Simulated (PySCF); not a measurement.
C₂H₄BF₂N, SMILES C/N=C/B(F)F. Atoms are numbered in the order given.

```xyz
10

C     -0.0763    -2.6883     0.0000
N      0.3711    -1.3198     0.0000
C     -0.4933    -0.3815     0.0000
B     -0.0213     1.1139     0.0000
F     -0.9164     2.0901     0.0000
F      1.2497     1.4550     0.0000
H      0.3447    -3.2023     0.8809
H      0.3447    -3.2023    -0.8809
H     -1.1789    -2.8077     0.0000
H     -1.5840    -0.6051     0.0000
```

Geometry: B3LYP-D3(BJ)/def2-SVP. The structure was generated by enumeration; whether it is a known compound was not checked. One conformer was computed; it need not be the lowest.

The numbers are results of PBE/def2-TZVP in PySCF, not measurements.

Isolated molecule, no solvent.

```json
{
  "total_energy": "-357.75723 hartree",
  "point_group": "Cs",
  "highest_occupied_level": "-6.16 eV",
  "lowest_empty_level": "-2.91 eV",
  "orbital_gap": "3.25 eV",
  "dipole_moment": "2.46 D",
  "quadrupole, principal values (traceless, Buckingham form, about the centre of nuclear charge)": "-4.76, 1.94, 2.82 D·Å",
  "mean_static_polarisability": "49.3 bohr³ (7.30 Å³)",
  "polarisability_principal_values": "33.2, 46.2, 68.5 bohr³"
}
```
